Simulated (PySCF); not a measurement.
**Bonding in (HMg-mu-OH)2**

Compound: (HMg-mu-OH)2.
Geometry (PBE0-D3(BJ)/def2-SVP, Å), atoms numbered from 1 in this order:
```
atom  x, y, z in Å
Mg1   -1.0002   -0.9883    0.4333
H2    -2.1524   -2.1488    0.9254
O3    -0.8477    0.4902   -0.8331
Mg4    0.9968    0.9917   -0.4328
H5     2.1684    2.1271   -0.9377
O6     0.8419   -0.4827    0.8375
H7    -1.4778    0.8614   -1.4525
H8     1.4710   -0.8505    1.4598
```

Bond orders from the PBE0/pcSseg-1 density (PySCF). The structure is a single PBE0-D3(BJ)/def2-SVP conformer in the gas phase; no vibrational or solvent corrections.

Question: Set the Mayer orders of the bonds beside their lengths.

Answer: 
```json
{"bond": "Mg1–H2", "length (Å)": "1.708", "Mayer order": "0.844"}
{"bond": "Mg1–O3", "length (Å)": "1.953", "Mayer order": "0.253"}
{"bond": "Mg1–O6", "length (Å)": "1.952", "Mayer order": "0.254"}
{"bond": "O3–Mg4", "length (Å)": "1.953", "Mayer order": "0.255"}
{"bond": "O3–H7", "length (Å)": "0.958", "Mayer order": "0.945"}
{"bond": "Mg4–H5", "length (Å)": "1.708", "Mayer order": "0.844"}
{"bond": "Mg4–O6", "length (Å)": "1.952", "Mayer order": "0.253"}
{"bond": "O6–H8", "length (Å)": "0.958", "Mayer order": "0.945"}
```

Question: Sum the orders of all bonds at each heavy atom with more than one neighbour.

Answer: Mg1 1.351, O3 1.453, Mg4 1.352, O6 1.452. Orders between atoms that aren't bonded are not in these sums.

For a closed shell the Mayer order of atoms A and B is Σ (PS)μν (PS)νμ over the basis functions μ on A and ν on B, with P the density and S the overlap matrix.
